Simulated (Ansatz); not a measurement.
`F[SiH]1C=N1` + `C=N` → `N=C[SiH]1C=N1` + H–F at 500 K and 1 bar (formal exchange of groups at the Si–F bond).

Program: Ansatz. Geometries: PBE0-D4/def2-TZVP. ΔE: electronic, gas phase. CCSD(T)/CBS adds triple-zeta CCSD(T) − MP2 to the extrapolated MP2 energy (def2 sets, frozen cores). This one scheme is used for every species. Each species was taken in one conformer, which may not be the lowest.

```tsv
species	CCSD(T)/CBS energy (Eh)	H − E (kJ/mol)	S (J/(mol·K))
`F[SiH]1C=N1`	-482.82660	110.4	321.6
`C=N`	-94.52360	124.2	249.5
`N=C[SiH]1C=N1`	-476.90428	194.8	374.3
H–F	-100.39570	39.4	188.7
```

H − E and S are ideal-gas, rigid-rotor, harmonic terms from PBE0-D4/def2-TZVP, for one conformer and one mirror image of each species. 1 Eh = 2625.50 kJ/mol, R = 8.31446 J/(mol·K).

Problem. By hand: ΔE, ΔH, ΔS and ΔG.

Solution. ΔE = (-476.90428) + (-100.39570) − (-482.82660) − (-94.52360) = 0.05022 Eh = 131.9 kJ/mol. Δ(H − E) = 194.8 + 39.4 − 110.4 − 124.2 = -0.4, so ΔH = 131.5 kJ/mol. ΔS = 374.3 + 188.7 − 321.6 − 249.5 = -8.1 J/(mol·K). ΔG = 131.5 − 500 × (-8.1)/1000 = 135.6 kJ/mol.

Problem. By hand: the equilibrium constant, and the temperature at which ΔG would vanish if ΔH and ΔS stayed fixed.

Solution. log₁₀ K = −ΔG/(RT ln 10) = -14.2. ΔH and −TΔS have one sign here, so there is no such temperature.

The number of gas molecules stays the same, so ΔS is small and ΔH decides. A doubt of 5 kJ/mol in ΔE shifts log₁₀ K by 0.5 here. Other conformers and mirror images would add mixing entropy, several J/(mol·K) or more a flexible species. These are equilibria of isolated gas molecules and say nothing of rates. Largest T1 diagnostic: 0.016 (customary marks: 0.02 for closed shells, 0.045 for open ones).

ΔS is within the doubt of such terms, so its sign, and with it that verdict, could turn.
